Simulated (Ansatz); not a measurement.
The same molecule with X = F, Cl, I. Ansatz, PBE0-D4/def2-TZVP geometries, multiplicity 1. Each molecule was computed in one conformer, which needn't be the lowest.

Elements past krypton have def2 core potentials.

```
X     molecule  mean X–C bond length / Å  zero-point energy (PBE0-D4/def2-TZVP) / kJ/mol  LUMO energy (ωB97M-V/def2-TZVPP) / eV  LUMO energy (B3LYP/def2-TZVPP) / eV
F  `OC(O)(O)F`                     1.366                                           141.6                                   2.04                                 0.21
I  `OC(O)(O)I`                     2.344                                           134.2                                   0.59                                -1.68
```

Problem. Give the row for X = Cl, `OC(O)(O)Cl`. (An estimate is asked.)

Solution. Computed: 
```json
{"X": "Cl", "molecule": "`OC(O)(O)Cl`", "mean X–C bond length / Å": "1.896", "zero-point energy (PBE0-D4/def2-TZVP) / kJ/mol": "136.3", "LUMO energy (ωB97M-V/def2-TZVPP) / eV": "2.06", "LUMO energy (B3LYP/def2-TZVPP) / eV": "-0.14"}
```

From F to I the mean X–C bond length rises at each step, by 0.978 Å in all; the zero-point energy (PBE0-D4/def2-TZVP) falls at each step, by 7.4 kJ/mol in all; the LUMO energy (ωB97M-V/def2-TZVPP) isn't monotonic: highest at Cl, lowest at I; the LUMO energy (B3LYP/def2-TZVPP) falls at each step, by 1.89 eV in all. Bonds lengthen as the atom grows down the group.

B3LYP here is the variant with VWN-RPA as its local correlation; programs differ in this.
